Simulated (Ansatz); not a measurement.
Start from `F[SiH2]N[SiH2]Cl` and change one atom or group to get `OCN[SiH2]F`.

Ansatz, PBE0-D4/def2-TZVP geometries, multiplicity 1. Each molecule was computed in one conformer, which needn't be the lowest.

| property | `F[SiH2]N[SiH2]Cl` |
| --- | --- |
| HOMO energy (PBE/def2-TZVPP) / eV | -7.24 |
| ideal-gas entropy at 298 K and 1 bar (rigid rotor, harmonic PBE0-D4/def2-TZVP) / J/(mol·K) | 371 |
| size of the dipole moment (B3LYP/def2-TZVPP) / D | 2.39 |
| LUMO energy (PBE0/def2-TZVPP) / eV | 0.06 |
| LUMO energy (ωB97M-V/def2-TZVPP) / eV | 1.68 |
| LUMO energy (PBE/def2-TZVPP) / eV | -0.78 |

Task: Give the same properties after the change, and the shifts. (Best estimate.)

Result: Computed: 
```json
{"property": "HOMO energy (PBE/def2-TZVPP) / eV", "`OCN[SiH2]F`": "-6.32", "shift": "0.92"}
{"property": "ideal-gas entropy at 298 K and 1 bar (rigid rotor, harmonic PBE0-D4/def2-TZVP) / J/(mol·K)", "`OCN[SiH2]F`": "341", "shift": "-30"}
{"property": "size of the dipole moment (B3LYP/def2-TZVPP) / D", "`OCN[SiH2]F`": "1.32", "shift": "-1.07"}
{"property": "LUMO energy (PBE0/def2-TZVPP) / eV", "`OCN[SiH2]F`": "0.58", "shift": "0.52"}
{"property": "LUMO energy (ωB97M-V/def2-TZVPP) / eV", "`OCN[SiH2]F`": "2.14", "shift": "0.46"}
{"property": "LUMO energy (PBE/def2-TZVPP) / eV", "`OCN[SiH2]F`": "-0.28", "shift": "0.50"}
```

With PBE0 the HOMO rises by 0.81 eV and the LUMO rises by 0.52 eV, so the gap narrows by about 0.29 eV. PBE moves the HOMO by 0.92 eV and ωB97M-V by 0.72 eV. The zero-point energy changes by 63.7 kJ/mol with +3 modes. Dipoles are sizes alone; their direction can turn. Modes under 60 cm⁻¹, often nearly free rotors, make the harmonic entropy too high.

B3LYP here is the variant with VWN-RPA as its local correlation; programs differ in this.
